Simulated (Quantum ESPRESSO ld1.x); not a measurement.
Values are calculated unless marked as measured or tabulated.
The mean radii <r> (bohr) of the occupied orbitals of an atom or ion are listed with their occupations. Level of theory: Dirac Kohn-Sham, PBE, spin-unpolarised, spherical densities, point nucleus (ld1.x of Quantum ESPRESSO 7.5).

orbital  occ.      <r>
1s1/2       2  0.01658
2s1/2       2  0.06914
2p1/2       2  0.05684
2p3/2       4  0.06547
3s1/2       2   0.1773
3p1/2       2   0.1675
3p3/2       4   0.1823
3d3/2       4   0.1581
3d5/2       6   0.1626
4s1/2       2   0.3545
4p1/2       1   0.3499
4p3/2       2   0.3712

Name the element and its charge. Open shells, if any, are shared by 2j + 1.

Answer. Z = 80, mercury, charge +47: Hg47+ in [Ar] 3d10 4s2 4p3. The 1s radius gives Z: for a bare nucleus <r> = (2 gamma + 1)/(2Z) with gamma = sqrt(1 - (Z/c)^2), 0.0164 bohr for Z = 80, and screening makes it slightly larger (0.01658 here). The occupations add up to 33, and the charge is Z minus that.
